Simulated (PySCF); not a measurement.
CH₄O₂Si, SMILES CO[Si]O (connectivity only; charge and spin as stated), neutral, multiplicity 1. Heavy atoms are numbered as in [Si:1]([OH:2])[O:4][CH3:5]. Hydrogens are named by the atom that carries them.

Coordinates come from a r2SCAN-D4/def2-SVP optimisation. Other conformers were not sampled.

The numbers are results of PySCF with PBE0/pcSseg-1, not measurements.

GIAO shieldings, no solvent; atoms alike by connectivity are averaged. δ = σ(ref) − σ: ²⁹Si against TMS (σ = 352.7 ppm); ¹⁷O against H2O (σ = 334.2 ppm); ¹H against TMS (σ = 31.56 ppm); ¹³C against TMS (σ = 186.3 ppm), references at their B3LYP-D3(BJ)/def2-TZVP geometries, non-relativistic.

```json
[
 {"atoms": "Si1", "nucleus": "²⁹Si", "count": "1", "δ (ppm)": "[?]"},
 {"atoms": "O4", "nucleus": "¹⁷O", "count": "1", "δ (ppm)": "195.0"},
 {"atoms": "O2 (OH)", "nucleus": "¹⁷O", "count": "1", "δ (ppm)": "[?]"},
 {"atoms": "H on O2", "nucleus": "¹H", "count": "1", "δ (ppm)": "[?]"},
 {"atoms": "H on C5", "nucleus": "¹H", "count": "3", "δ (ppm)": "4.13"},
 {"atoms": "C5 (CH3)", "nucleus": "¹³C", "count": "1", "δ (ppm)": "53.3"}
]
```

Q: Some entries are withheld; supply them. (An estimate is asked for; the answer gives what the named calculation found.)

A: 
- O2 (OH), δ (ppm): 178.5
- H on O2, δ (ppm): 5.43
- Si1, δ (ppm): 94.7
